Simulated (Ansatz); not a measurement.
System: SiH$_{3}$Se, charge 0, doublet. SiH3Se (SMILES [SiH2][SeH], doublet).
B3LYP-D3(BJ)/def2-TZVP minimum from Ansatz (a program for electronic structure):
```
Si
H 1 1.4863
H 1 1.4893 2 109.92
Se 1 2.2913 2 104.47 3 118.73
H 4 1.4721 1 93.54 2 -169.34
```
Charge 0, spin multiplicity 2.

Total energies in def2-SVP, 13 correlated electrons, 19 frozen orbitals. UHF or UKS for unpaired electrons; spin-orbit terms are left out. Cores are frozen in correlated methods (noble-gas shells, and filled d and f shells in the p block). No relativity.

```csv
method,program,energy (Eh),minus CCSDT(Q) (mEh)
HF,Ansatz,-2690.11586,249.83
MP2,Ansatz,-2690.32171,43.98
CCSD,Ansatz,-2690.35743,8.26
CCSD(T),Ansatz,-2690.36427,1.42
CCSDT(Q),Ansatz,-2690.36569,0.00
```

Rough core times of Ansatz's runs on a shared machine: CCSD(T) under 20 s, CCSDT(Q) 2 min.
